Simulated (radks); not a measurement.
The germanium ion Ge27+, 5 electrons, occupied as [He] 2s2 2p1 (the NIST ground configuration).

All-electron calculation, Dirac Kohn-Sham, relativistic LDA (MacDonald-Vosko exchange, VWN5 correlation), spin-unpolarised, spherical densities, finite nucleus; open shells fill j = l - 1/2 first; Fermi nuclear charge, rms radius 4.0742 fm. Program: a radial shooting solver on a logarithmic mesh with Libxc functionals.

Energy parts (eV):
| part | energy |
|---|---|
| total | -36730.477 |
| kinetic | 37717.875 |
| electron-nucleus | -76550.273 |
| Hartree | 2799.048 |
| exchange-correlation | -697.127 |

Orbitals (lengths in bohr, moments of r in powers of bohr; r(90%) holds 90 % of the orbital's charge):
orbital,occ.,eigenvalue (eV),r(90%),<r^2>,small-component weight
1s1/2,2,-12772.39,0.0838,0.002959,1.34e-02
2s1/2,2,-2890.121,0.299,0.04471,3.04e-03
2p1/2,1,-2809.588,0.267,0.03308,3.00e-03
2p3/2,0,-2770.722,0.271,0.03418,2.95e-03

The highest occupied level is 2p1/2 at -2809.6 eV. The electron density at the nucleus is 3.16e+04 e/bohr^3.
